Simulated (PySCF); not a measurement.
PySCF job for C3H7AlO2, SMILES [O]1[Al]([CH3])[O]CC1, IEF-PCM-B3LYP/def2-SVP. Geometry optimised at PBE0-D3(BJ)/def2-SVP. The geometry has at least one imaginary mode, so it is a saddle point at that level. One conformer was computed; it need not be the lowest.

```python
import numpy as np
from pyscf import gto, scf, dft
from pyscf.solvent import pcm

mol = gto.M(
    atom='''
    C     2.66231267    0.20333603    0.28187576
    Al    0.74940245    0.06019460    0.07384124
    O    -0.21167578   -1.04753021   -0.82809833
    C    -1.57616149   -0.74879350   -0.64833930
    C    -1.77045333    0.48663914    0.30355851
    O    -0.53269240    0.99390927    0.74393238
    H     2.99001359    1.25406007    0.24673156
    H     3.19520321   -0.35207817   -0.50492203
    H     2.98020428   -0.20572650    1.25456448
    H    -2.09483207   -1.63124169   -0.23111207
    H    -2.04101707   -0.54488959   -1.63023898
    H    -2.32907622    1.28282381   -0.22164909
    H    -2.38196937    0.19640000    1.17744783
    ''',
    basis='def2-SVP',
    charge=0,
    spin=0,
    max_memory=1600,
    verbose=3,
)
mf = dft.RKS(mol, xc='b3lyp').density_fit(auxbasis='def2-universal-jkfit')
mf.grids.level = 3
mf.conv_tol = 1e-9
mf.max_cycle = 100
mf.kernel()
res = {}
for name, eps in {'water': 78.355, 'dichloromethane': 8.93, 'acetonitrile': 35.688}.items():
    s = mf.PCM()
    s.with_solvent.method, s.with_solvent.eps, s.with_solvent.lebedev_order = 'IEF-PCM', eps, 29
    s.kernel(mf.make_rdm1())
    res[name] = (s.e_tot, eps, s.dip_moment(), s.mo_energy, s.converged)
    print(f'{name}: electrostatic solvation free energy {(s.e_tot - mf.e_tot) * 627.509474:.3f} kcal/mol')
```

Log of the run:

```
converged SCF energy = -511.235358919125

WARN: PCM is an experimental feature. It is still in testing.
Features and APIs may be changed in the future.

converged SCF energy = -511.246138034649
Dipole moment(X, Y, Z, Debye):  0.89702,  0.06347,  0.11981
water: electrostatic solvation free energy -6.764 kcal/mol

WARN: PCM is an experimental feature. It is still in testing.
Features and APIs may be changed in the future.

converged SCF energy = -511.244475378528
Dipole moment(X, Y, Z, Debye):  0.89452,  0.06339,  0.11793
dichloromethane: electrostatic solvation free energy -5.721 kcal/mol

WARN: PCM is an experimental feature. It is still in testing.
Features and APIs may be changed in the future.

converged SCF energy = -511.245868288562
Dipole moment(X, Y, Z, Debye):  0.89686,  0.06347,  0.11952
acetonitrile: electrostatic solvation free energy -6.595 kcal/mol
```

The run converged.

Cost: very roughly 4 core-minutes.
